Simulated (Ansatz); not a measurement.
Molecule: sum formula H5SiO, net charge 1, singlet state. It need not be the lowest isomer of its formula. 
Coordinates optimised at B3LYP-D3(BJ)/def2-TZVP (Ansatz, a program for electronic structure):
```
Si
H 1 1.4644
H 1 1.4644 2 117.37
H 1 1.4650 2 116.19 3 -143.93
O 1 1.8410 2 99.37 4 -110.34
H 5 0.9722 1 123.61 2 38.15
H 5 0.9722 6 111.08 1 -165.53
```
Charge +1, spin multiplicity 1.

Parts of the frozen-core correlation energy in STO-3G (Ansatz, hartree). Frozen orbitals: 6; correlated occupied orbitals by spin: 7 and 7; virtual: 6 and 6. No spin-orbit coupling. Non-relativistic.

| term | value |
|---|---|
| reference (HF) | -362.18886 |
| MP2 opposite-spin | … |
| MP2 same-spin | … |
| CCSD correlation | -0.11119 |
| (T) | … |
| FCI minus CCSD(T) | -0.00031 |
| T1 diagnostic | 0.006 |
| largest doubles amplitude | 0.054 |

Fill in the missing entries.


- MP2 opposite-spin, value: -0.07529
- MP2 same-spin, value: -0.00657
- (T), value: -0.00106
